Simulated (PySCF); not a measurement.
NICS in rings of unrelated molecules.

NICS = −σ at a ghost point: NICS(0) at the centroid of the ring atoms, NICS(1) 1 Å to either side along the normal of their mean plane, zz for the tensor component along that normal. Level: GIAO PBE0/pcSseg-1 (PySCF, non-relativistic, gas phase) on the GFN2-xTB geometries, one conformer each. Atom numbers follow the mapped SMILES.

Task: Order these rings by mean NICS(1)zz, lowest (most negative) first (ppm).
A. ring C2–C3–C4–C5–C6 in `[CH3:1][C:2]1=[CH:3][CH2:4][CH2:5][CH2:6]1`
B. ring C4–N5–O6–C7–N9 in `[CH3:1][C:2](=[O:3])[c:4]1[n:5][o:6][c:7]([CH3:8])[n:9]1`
C. ring C7–C8–C9 in `[CH3:1][CH2:2][CH2:3][NH:4][N:5]([CH3:6])[CH:7]1[CH2:8][CH2:9]1`
D. ring C4–C5–C6–S7–C8 in `[F:1][CH:2]([F:3])[c:4]1[cH:5][cH:6][s:7][cH:8]1`
E. ring P2–C3–C4 in `[O:1]=[P@@H:2]1[CH2:3][C@@H:4]1[SiH3:5]`
F. ring C4–C5–C6–O7–C8–O9 in `[O:1]=[C:2]([O-:3])[C@@H:4]1[CH2:5][CH2:6][O:7][CH2:8][O:9]1` (charge -1)
G. ring Si3–N4–C5–C6–Si7 in `[CH3:1][S:2][Si@@H:3]1[NH:4][CH2:5][CH2:6][Si@@H:7]1[CH3:8]`

Result: D (-28.0), B (-26.6), C (-21.5), E (-12.8), A (-2.8), G (-1.3), F (2.5).

```csv
SMILES,ring,NICS(0),NICS(1),NICS(1)zz,HOMA,rms pucker (Å),ring atoms with four or more neighbours
FC(F)c1ccsc1,5-membered ring with S; formal bonds all aromatic,-13.0,-11.8,-28.0,0.82,0.00,0
CC(=O)c1noc(C)n1,5-membered ring with 2 N and O; formal bonds all aromatic,-10.7,-10.9,-26.6,0.62,0.00,0
CCCNN(C)C1CC1,3-membered carbocycle; formal bonds all single,-41.9,-8.7,-21.5,–,0.00,3
O=[P@@H]1C[C@@H]1[SiH3],3-membered ring with P; formal bonds all single,-25.2,-7.0,-12.8,–,0.00,3
CC1=CCCC1,"5-membered carbocycle; formal bonds 1 double, 4 single",-2.4,-3.1,-2.8,–,0.09,3
CS[Si@@H]1NCC[Si@@H]1C,5-membered ring with N and 2 Si; formal bonds all single,-5.2,-3.2,-1.3,–,0.18,4
O=C([O-])[C@@H]1CCOCO1,6-membered ring with 2 O; formal bonds all single,-2.4,-1.6,2.5,–,0.23,4
```

NICS(0) gives another order. The isotropic NICS(1) gives another order. HOMA uses Krygowski's 1993 parameters; it is left out where a ring has a four-coordinate atom, a triple bond, no multiple bond or a kind of bond without parameters. NICS(1) and NICS(1)zz are means over the two faces.
